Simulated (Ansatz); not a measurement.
Two structures of Si4H11ClO, singlet, reached by relaxing down either side of one saddle point (PBE0-D4/def2-TZVP). Energies are electronic, without zero-point energy. Computed with Ansatz 0.2.0 (basis: def2-TZVPP and def2-QZVPP); correlated methods freeze the cores. Extrapolation: Hartree–Fock as exp(−7.88 √X), correlation as X^−2.97. First:

```csv
atom,x (Å),y (Å),z (Å)
Si1,-0.3725,-0.5839,-0.4069
Si2,1.9420,-0.9460,-0.1828
Si3,-0.7356,1.2892,-1.7791
Si4,-1.2867,-0.4169,1.7588
O5,-1.0866,-1.8563,-1.2163
H6,1.6041,1.8132,1.1323
Cl7,0.6400,2.6385,1.3318
H8,2.2325,-2.1823,0.5961
H9,2.5675,0.1910,0.5631
H10,2.6315,-1.0406,-1.4978
H11,-1.8064,2.1681,-1.2405
H12,0.5139,2.0816,-1.9252
H13,-1.1422,0.7915,-3.1215
H14,-0.2395,-0.1804,2.7874
H15,-1.9215,-1.7367,2.0523
H16,-2.3287,0.6373,1.8680
H17,-1.2116,-2.6671,-0.7195
```

Second:

Si1  (-0.691, 0.296, 0.687)
Si2  (3.059, -0.737, -0.878)
Si3  (-0.712, 1.184, -1.480)
Si4  (-2.803, -0.209, 1.576)
O5  (0.297, -1.024, 0.668)
H6  (2.821, 0.515, -0.118)
Cl7  (0.100, 1.741, 1.953)
H8  (3.154, -1.890, 0.052)
H9  (4.344, -0.613, -1.617)
H10  (1.966, -0.959, -1.856)
H11  (-1.762, 2.237, -1.519)
H12  (0.603, 1.786, -1.816)
H13  (-1.053, 0.125, -2.465)
H14  (-2.634, -0.822, 2.923)
H15  (-3.520, -1.172, 0.696)
H16  (-3.607, 1.034, 1.699)
H17  (0.438, -1.492, 1.495)
(Å)

**Question.** Which bonds change from the first to the second?

**Answer.** Si₄H₁₀O ([OH][Si]([SiH3])([SiH3])[SiH3]) + HCl → Si₃H₇ClO ([OH][Si]([SiH3])([SiH3])[Cl]) + SiH₄; bonds formed: Si1–Cl7, Si2–H6; bonds broken: Si1–Si2, H6–Cl7.

**Question.** Give the saddle point's structure and its height above each. (To be estimated.)

**Answer.** Computed: 1.136 eV above the first and 2.261 eV above the second (CCSD(T) at an estimated basis limit (MP2 extrapolated from triple and quadruple zeta, plus CCSD(T) − MP2 in triple zeta)).
```csv
atom,x (Å),y (Å),z (Å)
Si1,-0.4104,-0.2117,-0.2236
Si2,2.1412,-0.7108,-0.0435
Si3,-0.7924,1.4512,-1.8118
Si4,-1.4184,-0.3380,1.8778
O5,-0.4558,-1.6743,-1.0187
H6,1.0595,0.5463,0.4164
Cl7,0.4540,2.0645,1.0644
H8,1.9645,-2.0091,0.6484
H9,3.2303,0.0709,0.5921
H10,2.3676,-0.8737,-1.4962
H11,-1.7455,2.4353,-1.2485
H12,0.4987,2.0868,-2.1702
H13,-1.3822,0.8289,-3.0307
H14,-0.3794,-0.3954,2.9341
H15,-2.2039,-1.6105,1.9337
H16,-2.3418,0.8050,2.0656
H17,-0.5860,-2.4653,-0.4893
```

The T1 diagnostic stays at or below 0.015.

Labels in which every atom is bracketed show which atoms are joined, not bond orders.

For scale, one of the runs: CCSD(T)/def2-TZVPP, 395 basis functions, launched by `ansatz run in.yaml --threads 4 --pin off --events-out ev --progress --plain --max-ram 66560MiB --backend cuda --devices 0, --max-vram 37GiB`. Hardware: 4 CPU threads of an AMD EPYC 7R13 and a share of one NVIDIA H100, shared host. Wall time 12 s; peak host memory 0.89 GiB.
